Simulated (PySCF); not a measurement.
**State search for RuO**

Unrestricted PBE0; basis Ru def2-TZVPPD with ECP28, O def2-TZVPPD; scalar-relativistic core potentials; PySCF 2.14. Outer shells of the fragments: Ru 4d7 5s1; O 2s2 2p4.

Followed along the bond (rough minima from three points):

```json
{"2Ms+1": "5", "unpaired": "σ ↑, π ↑↑, δ ↑", "⟨S²⟩ at the start": "6.01", "R at minimum (Å)": "1.69", "Te (eV)": "0.00"}
{"2Ms+1": "3", "unpaired": "σ ↑, π ↑↓, δ ↑", "⟨S²⟩ at the start": "3.01", "R at minimum (Å)": "1.70", "Te (eV)": "0.79"}
{"2Ms+1": "3", "unpaired": "σ ↓, π ↑↑, δ ↑", "⟨S²⟩ at the start": "3.02", "R at minimum (Å)": "1.69", "Te (eV)": "0.86"}
{"2Ms+1": "3", "unpaired": "π ↑↑", "⟨S²⟩ at the start": "2.01", "R at minimum (Å)": "1.67", "Te (eV)": "0.93"}
{"2Ms+1": "1", "unpaired": "π ↑↓", "⟨S²⟩ at the start": "1.84", "R at minimum (Å)": "1.71", "Te (eV)": "1.01"}
{"2Ms+1": "5", "unpaired": "π ↑↑, δ ↑↑", "⟨S²⟩ at the start": "6.03", "R at minimum (Å)": "1.73", "Te (eV)": "1.22"}
```

Solutions found at the starting distance of 1.795 Å, counted from the lowest of them; the search is not exhaustive and high or unbound solutions are not listed, so other states can lie among these:

| 2Ms+1 | unpaired | term | E (eV) | ⟨S²⟩ | ⟨Lz²⟩ | μ (D) |
| --- | --- | --- | --- | --- | --- | --- |
| 5 | σ ↑, π ↑↑, δ ↑ | ⁵Δ | 0.00 | 6.01 | 4.01 | -4.55 |
| 3 | σ ↑, π ↑↓, δ ↑ | mixed | 0.75 | 3.01 | 6.02 | -4.31 |
| 3 | σ ↓, π ↑↑, δ ↑ | mixed | 0.86 | 3.02 | 4.01 | -4.51 |
| 1 | π ↑↓ | mixed | 0.95 | 1.84 | 4.40 | -4.50 |
| 3 | π ↑↑ | ³Σ⁻ | 1.05 | 2.01 | 0.00 | -5.00 |
| 5 | π ↑↑, δ ↑↑ | ⁵Σ⁺ | 1.07 | 6.03 | 0.00 | -4.12 |
| 3 | σ ↑, π ↑ | mixed | 1.19 | 2.15 | 2.07 | -4.38 |
| 5 | σ ↑, π ↑, δ ↑↑ | ⁵Π | 1.28 | 6.01 | 1.02 | -4.52 |
| 1 | σ ↑, π ↓ | mixed | 1.41 | 1.03 | 1.45 | -4.54 |
| 3 | π ↑, δ ↑ | mixed | 1.49 | 2.37 | 3.26 | -3.98 |
| 3 | σ ↑, δ ↑ | mixed | 1.50 | 2.36 | 6.02 | -3.93 |
| 7 | σ ↑↑, π ↑↑, δ ↑↑ | ⁷Σ⁺ | 1.64 | 12.02 | 0.00 | -1.23 |
| 3 | π ↑, δ ↑ | mixed | 1.71 | 2.02 | 5.06 | -4.93 |

A term symbol is given only where ⟨S²⟩ and ⟨Lz²⟩ are close to those of a pure state; real π, δ and φ orbitals otherwise mix terms. A positive dipole means Ru(−)O(+).

Spin–orbit coupling is left out. With d or f electrons several states lie close, and the lowest PBE0 determinant need not be the measured ground state.
